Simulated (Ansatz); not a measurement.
SnHMe2Cl (C2H7ClSn). Total charge 0; singlet. Geometry PBE-D4/def2-SVP.

```xyz
11

Sn    0.763    0.005    0.020
H     2.109    1.067   -0.237
C    -0.372   -0.366   -1.782
H    -0.791    0.584   -2.166
H    -1.197   -1.067   -1.555
H     0.286   -0.814   -2.551
C    -0.470    0.598    1.694
H     0.149    0.663    2.609
H    -1.266   -0.155    1.844
H    -0.931    1.585    1.492
Cl    1.718   -2.101    0.632
```

In the def2 sets Sn takes a core potential; there is no spin–orbit coupling.

Q: Estimate the orbital energies around the gap (eV) in Ansatz with HF/def2-TZVP, PBE-D4/def2-SVP, BLYP-D4/def2-TZVP, PBE0-D4/def2-TZVP, ωB97X-V/def2-TZVP.

A: 
| orbital | HF/def2-TZVP | PBE-D4/def2-SVP | BLYP-D4/def2-TZVP | PBE0-D4/def2-TZVP | ωB97X-V/def2-TZVP |
| --- | --- | --- | --- | --- | --- |
| HOMO−5 | -15.28 | -9.82 | -9.86 | -11.49 | -14.07 |
| HOMO−4 | -12.61 | -8.02 | -8.03 | -9.48 | -11.86 |
| HOMO−3 | -12.31 | -7.75 | -7.73 | -9.19 | -11.61 |
| HOMO−2 | -12.24 | -7.53 | -7.50 | -9.00 | -11.47 |
| HOMO−1 | -11.25 | -6.58 | -6.70 | -8.18 | -10.57 |
| HOMO | -10.89 | -6.52 | -6.61 | -8.04 | -10.36 |
| LUMO | 2.59 | -0.99 | -1.23 | -0.36 | 1.67 |
| LUMO+1 | 2.77 | -0.32 | -0.63 | 0.13 | 1.98 |
| LUMO+2 | 2.95 | 0.45 | -0.08 | 0.57 | 2.25 |
| LUMO+3 | 3.87 | 0.93 | 0.46 | 1.26 | 3.16 |
| LUMO+4 | 4.39 | 1.80 | 1.37 | 2.05 | 3.59 |
| LUMO+5 | 5.08 | 2.28 | 1.50 | 2.21 | 4.08 |
